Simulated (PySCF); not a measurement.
H6Mo, SMILES [MoH6-], charge -1, multiplicity 2.

Coordinates come from a PBE-D3(BJ)/def2-TZVPD optimisation. The geometry has at least one imaginary mode, so it is a saddle point at that level. The spin state was assumed, not searched. The def2 effective core potentials stand for the cores of Mo; spin–orbit coupling is left out.

Computed with PBE-D3(BJ)/def2-TZVPD in PySCF.

Frequencies are harmonic and unscaled.

Q: Give all harmonic wavenumbers and intensities. (The exact figures need the calculation; the answer reports its results.)

A: 
```json
[
 {"mode": "1", "ν (cm⁻¹)": "417i", "IR (km/mol)": "0.0", "moving atoms (share of kinetic energy)": "H 100 %"},
 {"mode": "2", "ν (cm⁻¹)": "372i", "IR (km/mol)": "38.6", "moving atoms (share of kinetic energy)": "H 98 %"},
 {"mode": "3", "ν (cm⁻¹)": "209i", "IR (km/mol)": "143.5", "moving atoms (share of kinetic energy)": "H 97 %"},
 {"mode": "4", "ν (cm⁻¹)": "74", "IR (km/mol)": "137.1", "moving atoms (share of kinetic energy)": "H 100 %"},
 {"mode": "5", "ν (cm⁻¹)": "627", "IR (km/mol)": "79.3", "moving atoms (share of kinetic energy)": "H 99 %"},
 {"mode": "6", "ν (cm⁻¹)": "804", "IR (km/mol)": "0.0", "moving atoms (share of kinetic energy)": "H 100 %"},
 {"mode": "7", "ν (cm⁻¹)": "851", "IR (km/mol)": "134.4", "moving atoms (share of kinetic energy)": "H 100 %"},
 {"mode": "8", "ν (cm⁻¹)": "894", "IR (km/mol)": "6.3", "moving atoms (share of kinetic energy)": "H 99 %"},
 {"mode": "9", "ν (cm⁻¹)": "1041", "IR (km/mol)": "101.1", "moving atoms (share of kinetic energy)": "H 99 %"},
 {"mode": "10", "ν (cm⁻¹)": "1465", "IR (km/mol)": "770.1", "moving atoms (share of kinetic energy)": "H 97 %"},
 {"mode": "11", "ν (cm⁻¹)": "1565", "IR (km/mol)": "207.1", "moving atoms (share of kinetic energy)": "H 100 %"},
 {"mode": "12", "ν (cm⁻¹)": "1851", "IR (km/mol)": "0.0", "moving atoms (share of kinetic energy)": "H 100 %"},
 {"mode": "13", "ν (cm⁻¹)": "1863", "IR (km/mol)": "382.1", "moving atoms (share of kinetic energy)": "H 98 %"},
 {"mode": "14", "ν (cm⁻¹)": "1887", "IR (km/mol)": "107.0", "moving atoms (share of kinetic energy)": "H 100 %"},
 {"mode": "15", "ν (cm⁻¹)": "1922", "IR (km/mol)": "117.8", "moving atoms (share of kinetic energy)": "H 98 %"}
]
```
